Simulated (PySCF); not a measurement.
## Dipole response of Li⁻ (lithium, charge -1)

[He] 2s2, closed-shell 1S. Calculation: PySCF 2.14, in aug-cc-pVTZ-DK (5s4p3d2f, 46 functions); the spin-free X2C one-electron Hamiltonian (Gaussian nucleus). Coupled (time-dependent) response in atomic units; α is the mean over directions.

```json
{"method": "UHF", "mean α (bohr³)": "992.7", "C₆ (like pair)": "29030", "S(−4)": "692400"}
```

S(−4) is the Cauchy moment in α(ω) = α(0) + S(−4) ω² + …

α(iu) at UHF:

| u (hartree) | α(iu) (bohr³) |
| --- | --- |
| 0 | 992.7 |
| 0.0500 | 380.5 |
| 0.100 | 143.7 |
| 0.200 | 43.09 |
| 0.300 | 20.26 |
| 0.500 | 7.703 |
| 0.750 | 3.567 |
| 1.00 | 2.071 |
| 1.50 | 0.9712 |
| 2.00 | 0.5709 |
| 3.00 | 0.2700 |
| 5.00 | 0.1030 |

For an ion, C₆ is the dispersion term alone; charge-induced terms of lower order in 1/R come first.
